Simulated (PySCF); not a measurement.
The vertical singlet excitations below were computed for one of the candidates. Level of theory: TDDFT CAM-B3LYP/def2-SVPD, vertical, gas phase, core orbitals frozen in the response (PySCF). Geometries: GFN2-xTB, one conformer each.

```tsv
state	ν̃ (cm⁻¹)	f	main configurations (H = HOMO, L = LUMO)
S1	43620	0.028	H→L (72%), H→L+1 (16%)
S2	47930	0.085	H→L+2 (46%), H→L+1 (39%)
S3	50190	0.049	H→L+1 (30%), H→L+2 (29%), H→L (20%)
S4	55730	0.070	H→L+3 (37%), H→L+5 (34%)
S5	56810	0.104	H→L+3 (38%), H→L+5 (28%), H→L+7 (10%)
S6	58420	0.073	H→L+4 (21%), H→L+7 (21%), H→L+6 (16%)
S7	60310	0.0094	H→L+6 (57%), H→L+7 (10%), H→L+4 (10%)
S8	62590	0.022	H→L+4 (33%), H→L+8 (21%), H→L+7 (18%)
```

Question: Which structure fits?
A. `[H]/N=C/C=C\C=C`
B. `C=C/C=C\N([SiH3])[SiH3]`
C. `C(P(N)C)(C)C`

Answer: C. Its S1, at 5.41 eV, is the highest among the candidates; the nearest of the others has S1 at 4.93 eV. S1 is HOMO→LUMO (72%), HOMO→LUMO+1 (16%). Löwdin shares by element: HOMO phosphorus 47%, nitrogen 26%, carbon 17% or more; LUMO hydrogen 28% or more, nitrogen 12%, phosphorus 11% (atoms not listed hold the other 49%). At the same level the other candidates give, for their lowest levels:
- `C=C/C=C\N([SiH3])[SiH3]`: 4.93 eV (f 0.529); 5.39 eV (f 0.006); 6.08 eV (f 0.028); 6.23 eV (f 0.003); 6.36 eV (f 0.007); T1 2.96 eV; HOMO -7.17, LUMO 0.30 eV
- `[H]/N=C/C=C\C=C`: 4.52 eV (f 0.001); 5.14 eV (f 0.836); 6.47 eV (f 0.064); 6.83 eV (f 0.011); 6.85 eV (f 0.004); T1 2.75 eV; HOMO -8.07, LUMO -0.69 eV

Shape of the structure used: `[CH3:1][CH:2]([CH3:3])[P:4]([CH3:5])[NH2:6]`: C1–C2–P4–C5 -70°, H–N6–P4–C2 -81°, H–N6–P4–C2 162°.
Triplets come from the Tamm–Dancoff approximation.
